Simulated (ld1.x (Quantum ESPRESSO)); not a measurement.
# How hard is this boron RRKJ potential?

| Item | Value |
| --- | --- |
| Element | B (Z = 5) |
| Generator | ld1.x (Quantum ESPRESSO) 7.5 |
| Type | norm-conserving RRKJ (Kleinman–Bylander form) |
| Functional | PBEsol |
| Relativity | non-relativistic |
| Frozen core | [He] |
| Valence charge | 3 |
| Reference configuration | 2s2 2p0.5 (charge +0.5) |
| Partial waves | 2p (bound): rc 1.75 bohr; 2s (bound): rc 1.10 bohr |
| Local potential | the s channel |
| Core correction | Bessel-smoothed model core, default radius (core density twice the valence density) |

The pseudo-atom Hamiltonian at the reference potential is diagonalised in spherical Bessel functions j_l(qr) that vanish at 20 bohr, with q² up to the cutoff. All-electron valence levels (Ry): 2p -0.5888, 2s -1.0306.

**Question.** How do the lowest levels (Ry) of each channel move with the cutoff, and are there ghosts?

**Answer.**

```tsv
cutoff (Ry)	p #1	s #1	s #2	d #1	d #2	f #1	f #2	Σ f·Δε (mRy)
8	-0.4795	-0.9789	-0.1357	-0.0236	0.0574	0.0393	0.1577	158.1
15	-0.5573	-1.0146	-0.1397	-0.0236	0.0574	0.0393	0.1577	47.7
25	-0.5854	-1.0270	-0.1412	-0.0236	0.0574	0.0393	0.1577	8.9
45	-0.5888	-1.0284	-0.1414	-0.0236	0.0574	0.0393	0.1577	4.5
60	-0.5888	-1.0300	-0.1415	-0.0236	0.0574	0.0393	0.1577	1.3
90	-0.5888	-1.0304	-0.1416	-0.0236	0.0574	0.0393	0.1577	0.5
400	-0.5888	-1.0306	-0.1416	-0.0236	0.0574	0.0393	0.1577	0.0
```

Result: no extra level below or beside the all-electron valence levels (p, s, d, f tested); 10 mRy is reached at 25 Ry and 1 mRy at 70 Ry.
